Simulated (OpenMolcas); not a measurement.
Multiconfigurational calculation on Cu2+

Cu2+ among 4 point charges of -1.5 e arranged as a tetrahedron (Td), 1.89 Å from the ion.

Input:

```
&GATEWAY
Coord
1

Cu 0.0 0.0 0.0
Basis=ANO-RCC-VDZP
Group=NoSym
NoMove
AngMom=0.0 0.0 0.0
AMFI
XField
4 Angstrom 0
1.091192 1.091192 1.091192 -1.500000
1.091192 -1.091192 -1.091192 -1.500000
-1.091192 1.091192 -1.091192 -1.500000
-1.091192 -1.091192 1.091192 -1.500000
&SEWARD
* reference wave functions (RASSCF and RASSI steps not shown): 9 electrons in 5 orbitals (3d)
>>> COPY JOB001 $Project.JobIph
&CASPT2
Multistate=5 1 2 3 4 5
NoMult
Frozen=5
IPEA=0.25
Imaginary=0.1
MaxIter=60
WThr=0.0 0.3 0.05
PrWF=0.5
NoMix
```

Launched by
```bash
OMP_NUM_THREADS=1 MOLCAS_MEM=1689 MOLCAS_PROJECT=a pymolcas a.inp > a.log  # once for each step of the input, in one work folder
```

Output, cut to the results:

```
--- CASPT2 ---
Orbital specifications:
      -----------------------

      Symmetry species                           1
                                                 a
      Frozen orbitals                            5
      Inactive orbitals                          4
      Active orbitals                            5
      Secondary orbitals                        20
      Deleted orbitals                           0
      Number of basis functions                 34
Type of calculation                        SS-CASPT2
      Fock operator                              state-specific
      IPEA shift                                 0.25
      Real shift                                 0.00
      Imaginary shift                            0.10
      The input orbitals will be transformed to quasi-canonical
Reference energy:       -1655.5788413655
      E2 (Non-variational):      -0.5280945381
      Shift correction:          -0.0001256062
      E2 (Variational):          -0.5282201443
      Total energy:           -1656.1070615098
      Residual norm:              0.0000000550
      Reference weight:           0.93116
      Contributions to the CASPT2 correlation energy
      Active & Virtual Only:         -0.3032656033
      One Inactive Excited:          -0.1752736737
      Two Inactive Excited:          -0.0495552611
Reference energy:       -1655.5788413655
      E2 (Non-variational):      -0.5280885970
      Shift correction:          -0.0001253768
      E2 (Variational):          -0.5282139737
      Total energy:           -1656.1070553392
      Residual norm:              0.0000000546
      Reference weight:           0.93117
      Contributions to the CASPT2 correlation energy
      Active & Virtual Only:         -0.3032576503
      One Inactive Excited:          -0.1752756947
      Two Inactive Excited:          -0.0495552519
::    CASPT2 Root  1     Total energy:  -1656.10706151
::    CASPT2 Root  2     Total energy:  -1656.10705534
::    CASPT2 Root  3     Total energy:  -1656.10705981
::    CASPT2 Root  4     Total energy:  -1656.10036640
::    CASPT2 Root  5     Total energy:  -1656.10036403
```

Spin-orbit levels above the lowest (labels of Td), with the averaged single-state CASPT2 energies on the diagonal:

| E (cm-1) | Degeneracy | Label | 2S+1 | g |
| --- | --- | --- | --- | --- |
| 0 | 2 | Γ7 | 2 | 2.00 2.00 2.00 |
| 640 | 4 | Γ8 | 2 |  |
| 2950 | 4 | Γ8 | 2 |  |

An orbital triplet at a regular site is open to Jahn-Teller coupling, which can distort the site and quench the lowest spin-orbit gaps and is left out. The ground term spreads over less than 5000 cm-1, several times less than with real ligands, so orbital moments are less quenched and χT lies further from the spin-only value than at real sites. Free-ion shares, where given, are those of the reference states; single-state CASPT2 does not remix them. This is an electrostatic model: the charges have no orbitals. No measured value stands beside these numbers.

The CASPT2 steps took 0.57 s on 1 thread of Arm Neoverse V2, on a shared host; the integral step is not counted.
